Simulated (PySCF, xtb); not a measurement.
CH5ClF2Si2, SMILES F[Si](F)([SiH2]Cl)C. Other conformers were not sampled.

Harmonic wavenumbers (cm⁻¹) from GFN2-xTB (xtb 6.7.1) at its own minimum, in rising order: 18, 77, 84, 119, 147, 185, 218, 254, 413, 430, 523, 575, 686, 738, 785, 792, 810, 850, 853, 1374, 1463, 1469, 2218, 2239, 3022, 3040, 3045.

Question: What does B3LYP-D3(BJ)/def2-SVP in PySCF give at its own minimum? (Estimate from the structure and the level; the computed values follow.)

Answer: 37, 80, 132, 143, 176, 225, 254, 306, 448, 490, 532, 681, 706, 772, 782, 833, 888, 939, 946, 1277, 1421, 1429, 2227, 2241, 3035, 3131, 3135. Paired by order, the mean absolute difference is 44 cm⁻¹ and the zero-point energies are 37.8 and 39.0 kcal/mol.
